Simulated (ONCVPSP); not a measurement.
## N: excitation energies, all-electron against ONCV

```json
{
 "Element": "nitrogen",
 "Generator": "ONCVPSP 4.0.1",
 "Type": "optimised norm-conserving Vanderbilt (ONCV)",
 "Functional": "PBEsol",
 "Relativity": "scalar-relativistic",
 "Frozen core": "[He]",
 "Valence charge": "5",
 "Reference configuration": "2s2 2p3",
 "Partial waves": "2s: rc 0.95 bohr, ncon 3, nbas 7, qcut 8.5 1/bohr, 2 projectors, debl 3.8 Ha; 2p: rc 2.00 bohr, ncon 5, nbas 8, qcut 7.9 1/bohr, 3 projectors, debl 2.9 Ha; d scattering state at 0.09 Ha: rc 1.65 bohr, ncon 4, nbas 8, qcut 6.4 1/bohr, 2 projectors, debl 2.3 Ha",
 "Local potential": "polynomial inside 0.75 bohr (lpopt 5, dvloc0 4 Ha)",
 "Core correction": "Teter function, fcfact 3, rcfact 1.35"
}
```

Energies are relative to the spin-unpolarised reference configuration 2s2 2p3; without spin polarisation the order of configurations can differ from experiment.

```
valence configuration  charge  ΔE all-electron (eV)  error AE − PS (meV)
              2s2 2p1      +2                42.258                 +268
              2s2 2p0      +3                89.143                +1059
            2s2 2p2.5    +0.5                 5.063                 +5.0
```

Problem. What are ΔE and the potential's error for 2s2 2p2?

Solution. ΔE = 13.521 eV all-electron; the error (AE − PS) is +32 meV.
